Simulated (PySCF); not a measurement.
**Ionisation energy of Pt by level of theory**

Pt [Xe] 4f14 5d9 6s1 (3D) → Pt⁺ [Xe] 4f14 5d9 (2D), as a difference of total energies. Computed with PySCF 2.14 in cc-pVDZ-PP with ECP60MDF (4s4p3d1f, 38 functions), with scalar relativity through the core potential. Correlated levels: valence: 5s2 5p6 frozen. The calculations carry no spin-orbit coupling.

| method | ionisation energy (eV) | difference from reference (eV) |
| --- | --- | --- |
| UHF | 7.577 | -1.382 |
| BP86 | 9.513 | +0.554 |
| MP2 (valence) | 8.666 | -0.293 |
| SCS-MP2 (valence) | 8.491 | -0.468 |

Reference: 8.959 eV (measured; NIST Atomic Spectra Database, ionization energies).

The reference lies between the lowest fine-structure levels, while these numbers refer to the centres of the terms.

Errors of the correlated levels include the incompleteness of this basis and the frozen core.
